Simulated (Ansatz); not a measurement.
C3H8OSi can be A, `C=CCO[SiH3]`, or B, `CC1C[SiH2]O1`.

Computed with Ansatz on PBE0-D4/def2-TZVP structures; ΔE is electronic, products minus reactants. CBS: MP2 limit from def2 TZ/QZ plus the TZ coupled-cluster correction, frozen cores. Functionals use def2-TZVPP. B3LYP here is the variant with VWN-RPA as its local correlation; programs differ in this. One conformer a species, not always the lowest.

Question: Which is lower in electronic energy at CCSD(T)/CBS, and by how much? (Estimate.)

Answer: The calculation gave: B, by 14.3 kcal/mol.

Question: Give E(B) − E(A) in kcal/mol with BLYP-D4, CCSD(T)/def2-SVP, B2PLYP, B3LYP-D4, CCSD/def2-TZVPP, CCSD(T)/def2-TZVPP, r2SCAN-D4. (An estimate is asked.)

Answer: Computed: BLYP-D4 -9.7, CCSD(T)/def2-SVP -11.7, B2PLYP -12.2, B3LYP-D4 -11.4, CCSD/def2-TZVPP -13.6, CCSD(T)/def2-TZVPP -14.0, r2SCAN-D4 -16.2. None reverses the order clearly.

Question: Does the order hold for the free energy at 298.15 K (harmonic terms from PBE0-D4)? (Best estimate.)

Answer: Computed: Yes: G(B) − G(A) = -10.2 kcal/mol, for one conformer each. Modes under 60 cm⁻¹, often nearly free rotors, make the harmonic entropy too high.

Largest T1 diagnostic: 0.011.

At CCSD(T), def2-SVP lies +2.5 kcal/mol from the extrapolated value and def2-TZVPP +0.3 kcal/mol. From r2SCAN to r2SCAN0 (25 % exact exchange), in def2-TZVPP and without D4, E(B) − E(A) moves by −1.1 kcal/mol.
